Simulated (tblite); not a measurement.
Input of a run (GFN2-xTB geometry optimisation, gas phase (tblite 0.8.0)), started from a force field or distance geometry:
```
{"job": {"kind": "relax", "xc": "GFN2-xTB", "basis": "xTB"}, "charge": 0, "multiplicity": 1}
C      1.706100     0.793000     0.847000
Si    -0.110500     0.325700     0.806400
Si    -0.518100    -0.718800    -1.124300
F     -0.617300     0.419500    -2.394400
S     -2.388300    -1.759600    -0.849400
H      1.881600     1.379000    -0.062700
H      2.302000    -0.121400     0.836500
H      1.919300     1.334700     1.791600
H     -0.931200     1.536900     0.896000
H     -0.354600    -0.584100     1.961700
H      0.544900    -1.679300    -1.433600
H     -3.432700    -0.926200    -1.300900
```

Output (eV, eV/Å):
```
step      E/eV     max force
  0    -468.06958    1.829
  1    -468.23259    1.095
  2    -468.31436    1.109
  3    -468.34354    0.679
  4    -468.44417    0.528
  5    -468.47429    0.496
  6    -468.50372    0.428
  7    -468.52707    0.363
  8    -468.54580    0.396
  9    -468.55665    0.284
 10    -468.56208    0.167
 11    -468.56705    0.213
 12    -468.57181    0.255
 13    -468.57523    0.190
 14    -468.57731    0.088
 15    -468.57853    0.093
 16    -468.57968    0.127
 17    -468.58072    0.116
 18    -468.58135    0.071
 19    -468.58180    0.071
 20    -468.58232    0.108
 21    -468.58301    0.129
 22    -468.58387    0.106
 23    -468.58463    0.081
 24    -468.58506    0.046
 25    -468.58528    0.039
 26    -468.58545    0.034
 27    -468.58564    0.040
 28    -468.58584    0.040
 29    -468.58601    0.046
 30    -468.58613    0.030
 31    -468.58620    0.020
 32    -468.58628    0.032
 33    -468.58637    0.038
 34    -468.58646    0.031
 35    -468.58652    0.016
 36    -468.58654    0.015
 37    -468.58656    0.017
 38    -468.58659    0.020
 39    -468.58661    0.015
 40    -468.58662    0.012
 41    -468.58663    0.009
```

Question: Summarise the run.

Answer: The energy falls by 0.517 eV over 41 L-BFGS steps, the largest force on an atom goes from 1.83 to 0.009 eV/Å, and the atoms move by 0.174 Å rms after alignment. The bond that changes most is Si3–F4 (fluorine-bound silicon to silicon-bound fluorine), which shortens by 0.088 Å. Bonds longer at the end by more than 0.005 Å: 4 of 11; shorter: 6. Among the angles that change most is Si3–S5–H12, from 108.4° to 95.5°. Among the dihedrals that turn most is Si2–Si3–S5–H12, from 93° to 80°. The energy never rose by more than 1e-5 eV on the way. The first step brought 32 % of the lowering.

Question: What are the final bond lengths?

Answer: C1–Si2 1.897 Å, Si2–Si3 2.314 Å, Si3–F4 1.621 Å, Si3–S5 2.164 Å, C1–H6 1.087 Å, C1–H7 1.087 Å, C1–H8 1.086 Å, Si2–H9 1.472 Å, Si2–H10 1.469 Å, Si3–H11 1.453 Å, S5–H12 1.324 Å. Numbering counts from 1 in the input's order; the species is `C[SiH2][Si@H](F)S`.

GFN2-xTB frequencies show an imaginary mode (46i cm⁻¹), so the point is no minimum at that level. 3 starts were optimised and ended at 0.00, 0.03 and 0.63 kcal/mol (GFN2-xTB); the lowest of these is shown.

All values are computed, not measured.
